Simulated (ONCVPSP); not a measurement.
Configuration tests for Ir (ONCV)

* Element: Ir (Z = 77)
* Generator: ONCVPSP 4.0.1
* Type: optimised norm-conserving Vanderbilt (ONCV)
* Functional: PBE
* Relativity: fully relativistic
* Frozen core: [Kr] 4d10 4f14 5s2
* Valence charge: 15
* Reference configuration: 5p6 5d7 6s1.5 6p0.5
* Partial waves: 6s: rc 2.00 bohr, ncon 3, nbas 6, qcut 2.4 1/bohr, 2 projectors, debl 0.4 Ha; 5p+6p: rc 1.34 bohr, ncon 3, nbas 7, qcut 11.4 1/bohr, 2 projectors; 5d: rc 1.72 bohr, ncon 4, nbas 9, qcut 9.3 1/bohr, 2 projectors, debl 2.9 Ha
* Local potential: polynomial inside 1.26 bohr (lpopt 5, dvloc0 6 Ha)
* Core correction: Teter function, fcfact 2, rcfact 1.55

Open shells are filled in proportion to 2j + 1.

Energies are relative to the spin-unpolarised reference configuration 5p6 5d7 6s1.5 6p0.5; without spin polarisation the order of configurations can differ from experiment.

| valence configuration | charge | ΔE all-electron (eV) | error AE − PS (meV) |
| --- | --- | --- | --- |
| 5p6 5d7 6s2 6p0 | 0 | -2.580 | -1.4 |
| 5p6 5d7 6s1 6p0 | +1 | 7.309 | -2.2 |
| 5p6 5d6 6s2 6p0 | +1 | 9.621 | -24 |

(1) What are ΔE and the potential's error for 5p6 5d7 6s0 6p0?

Levels in the configuration 5p6 5d7 6s2 6p0:

```csv
level,all-electron (eV),pseudo (eV)
5p j=3/2,-50.973,-51.007
5p j=1/2,-64.557,-64.601
5d j=5/2,-6.678,-6.687
5d j=3/2,-7.903,-7.913
6s j=1/2,-6.340,-6.334
```

Note: ghosts flagged at negative energy: s at -33.2 eV; GHOST(+) flags only above 600 eV. A true bound ghost makes a file unfit for plane-wave use.

Results:

(1) ΔE = 24.783 eV all-electron; the error (AE − PS) is -21 meV.
